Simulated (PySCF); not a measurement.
Does the structure fit the spectrum?

A compound C5H11FSi gives the data below (simulated from a calculation) and was assigned the structure `C/C(F)=C(/C)C[SiH3]`.

$^{13}$C{$^{1}$H} NMR (computed): δ 142.7 (CH), 123.3 (CH), 25.3 (CH2), 19.8 (CH2), 18.3 (CH3).

$^{1}$H NMR (400 MHz, computed): δ 5.80 (m, 1H), 5.46 (m, 1H), 4.95 (m, 2H), 2.27 (m, 2H), 2.17 (m, 2H), 1.03 (t, 3H).

Single conformer, rapidly exchanging positions averaged, no relativistic terms, no solvent model. σ from GIAO-PBE0/pcSseg-1; geometry from GFN2-xTB; PySCF.

δ = σ(ref) − σ, references computed at the same level: TMS for $^{1}$H (31.72 ppm) and $^{13}$C (186.93 ppm).

Task: Compare with the shifts computed for the proposed structure, pairing carbons in order of shift.

Result: Numbering as in the mapped SMILES `[CH3:1]/[C:2]([F:3])=[C:4](/[CH3:5])[CH2:6][SiH3:7]`; H(Xn) means a hydrogen on atom n.

| atom | computed for proposal | given list | difference |
| --- | --- | --- | --- |
| C2 | 159.3 | 142.7 | +16.6 |
| C4 | 116.3 | 123.3 | -7.0 |
| C1 | 18.0 | 25.3 | -7.3 |
| C5 | 16.9 | 19.8 | -2.9 |
| C6 | 15.1 | 18.3 | -3.2 |

The rms difference is 8.9 ppm and the largest +16.6 ppm at C2 (fully substituted alkene carbon). The carbon types in order of shift don't match either: C, C, CH3, CH3, CH2 for the proposal against CH, CH, CH2, CH2, CH3 in the data. The proposal doesn't fit.

Task: Which isomer fits?

Result: `CC/C=C\C[SiH2]F`.

Carbon types of the structure: 2 × CH, 2 × CH2, 1 × CH3, leaving 2 H on heteroatoms. δC 142.7, 123.3: alkene CH; an sp2 carbon of a C=C bond. δC 25.3: allylic sp3 CH2; a saturated carbon with 2 carbon neighbours and no heteroatom attached. δC 18.3: methyl carbon; saturated and bonded to C and H only. δH 5.80, 5.46: hydrogen on an alkene CH; olefinic region.

Other isomers checked: CC(C)[SiH2]/C=C\F (rms 14.8 ppm); CC(C)[SiH2]/C=C/F (rms 15.5 ppm).

This is the structure that produced the data.

Splittings by $^{19}$F in the carbon and heteronuclear signals aren't shown, as no couplings were computed. Shifts are as computed. Against solution values, carbons near 30 ppm lie about +3 ppm off and those near 130 ppm about +5 ppm. Of 1309 compounds with measured shifts, 239 miss one by over three times the rms of a fit or turn the order of signals round; such compounds aren't used in these exercises. Multiplicities follow the n + 1 count of equivalent neighbours, as no J values were calculated; m marks all less simple cases, F and P coupling included.
